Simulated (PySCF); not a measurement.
Species: 1,5-pentanediol, C₅H₁₂O₂.
Structure used (PBE0-D3(BJ)/def2-SVP), in Å, numbered top down from 1:
```
atom  x, y, z in Å
O1    -2.6657    1.1337   -0.5277
C2    -2.4026    0.0092    0.2707
C3    -1.4163   -0.9605   -0.3650
C4    -0.0960   -0.3253   -0.7822
C5     0.7362    0.2172    0.3713
C6     2.1267    0.6565   -0.0604
O7     2.8738   -0.3755   -0.6519
H8    -3.0188    0.8235   -1.3685
H9    -1.9954    0.3994    1.2171
H10   -3.3334   -0.5326    0.5344
H11   -1.8911   -1.4230   -1.2500
H12   -1.2366   -1.7897    0.3424
H13    0.5119   -1.0600   -1.3331
H14   -0.3030    0.4975   -1.4869
H15    0.2308    1.0734    0.8490
H16    0.8334   -0.5556    1.1588
H17    2.6620    1.1028    0.8016
H18    2.0443    1.4482   -0.8227
H19    2.9856   -1.0712    0.0046
```

All values: CAM-B3LYP/def2-SVPD (PySCF, non-relativistic), on one gas-phase PBE0-D3(BJ)/def2-SVP geometry that isn't relaxed in the solvent. The solvent is an IEF-PCM continuum (Bondi radii, 1.10 Å for H, scaled by 1.2), and excitations are vertical TDDFT with non-equilibrium linear response and a frozen core. The model holds no explicit solvent molecules, cavitation or dispersion.

```
run  E − E(gas) (kcal/mol)  HOMO (eV)  HOMO–LUMO gap (eV)  dipole (D)  lowest singlet (eV)  static polarisability (au)
gas                   0.00      -9.37               10.48        2.07                 7.00                        72.2
  P                  -8.74      -9.32               10.69        2.81                 7.29                        95.7
  Q                  -7.40      -9.32               10.67        2.67                 7.26                        91.5
```

Problem. The runs were made in dichloromethane and dimethylsulfoxide. Which run belongs to which solvent?

Solution. P = dimethylsulfoxide, Q = dichloromethane. The dielectric constants are 8.93 (dichloromethane), 46.83 (dimethylsulfoxide), and the energy falls further as ε rises. The optical constants n² used for the excitations are 2.03, 2.19 in the same order. In this model the ground state sees the solvent through ε alone.

Problem. How constant is the ratio of the lowering to (ε − 1)/(2ε + 1)?

Solution. 
```csv
solvent,(ε − 1)/(2ε + 1),E − E(gas) (kcal/mol),ratio (kcal/mol),polarisation term (kcal/mol)
dichloromethane,0.420,-7.40,-17.6,-8.40
dimethylsulfoxide,0.484,-8.74,-18.0,-10.18
```

The ratio changes by +2.6 % in size from dichloromethane to dimethylsulfoxide. The polarisation term is half the interaction of the solute with the induced surface charges.

The run took about 1.8 min of CPU time (one thread, shared machine). This is the whole response run at CAM-B3LYP/def2-SVPD in dimethylsulfoxide, SCF included.
